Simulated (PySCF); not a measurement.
Stepwise substitution at one centre (Ga F-CH3). Gas-phase values, no solvent. Strings in code marks are SMILES.

The HOMO–LUMO gap from two functionals at the same geometries (B3LYP-D3(BJ)/def2-TZVP), both in PySCF: PBE-D3(BJ)/def2-TZVP and B3LYP-D3(BJ)/def2-TZVP. B3LYP has the VWN-RPA correlation part, as in Gaussian. 

```json
[
 {"species": "0 of 3 F replaced by CH3 (`[F][Ga]([F])[F]`)", "B3LYP-D3(BJ)/def2-TZVP (eV)": "8.58"},
 {"species": "1 of 3 F replaced by CH3", "B3LYP-D3(BJ)/def2-TZVP (eV)": "8.15"},
 {"species": "2 of 3 F replaced by CH3 (`[CH3][Ga]([CH3])[F]`)", "B3LYP-D3(BJ)/def2-TZVP (eV)": "6.82"},
 {"species": "3 of 3 F replaced by CH3 (`[CH3][Ga]([CH3])[CH3]`)", "B3LYP-D3(BJ)/def2-TZVP (eV)": "6.35"}
]
```

### Question
What does PBE-D3(BJ)/def2-TZVP give for each?

### Answer

- 0 of 3 F replaced by CH3 (`[F][Ga]([F])[F]`): 6.19
- 1 of 3 F replaced by CH3: 6.32
- 2 of 3 F replaced by CH3 (`[CH3][Ga]([CH3])[F]`): 5.25
- 3 of 3 F replaced by CH3 (`[CH3][Ga]([CH3])[CH3]`): 4.83
Over these rows, drawn at random from the members with no instability flagged (it was tested for open shells, ions and some series alone), PBE minus B3LYP-D3(BJ): mean -1.83 eV, from -2.39 eV to -1.51 eV.
